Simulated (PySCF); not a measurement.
C3H8O2Si, SMILES O(C)[SiH](C=C)O.

Geometry: PBE0-D3(BJ)/def2-SVP. One conformer was computed; it need not be the lowest.

Two levels are set side by side: PBE/def2-TZVP (PySCF) and r2SCAN/def2-TZVP (PySCF). Same geometry, gas phase. Differences are taken from unrounded values.

```json
[
 {"quantity": "orbital gap (eV)", "r2SCAN": "5.55"},
 {"quantity": "highest occupied level (eV)", "r2SCAN": "-6.98"},
 {"quantity": "lowest empty level (eV)", "r2SCAN": "-1.43"},
 {"quantity": "dipole moment (D)", "r2SCAN": "1.02"},
 {"quantity": "mean polarisability (bohr³)", "r2SCAN": "67.9"}
]
```

Q: What does PBE give, and how far is it from r2SCAN? (Estimate from the structure and the level; the computed values follow.)

A: 
```csv
quantity,PBE,PBE minus r2SCAN
orbital gap (eV),5.01,-0.54
highest occupied level (eV),-6.65,0.33
lowest empty level (eV),-1.63,-0.21
dipole moment (D),1.00,-0.02
mean polarisability (bohr³),69.9,1.9
```

Rough cost on one machine, each run with all the roots and properties that it gave: r2SCAN against PBE about 4 times.
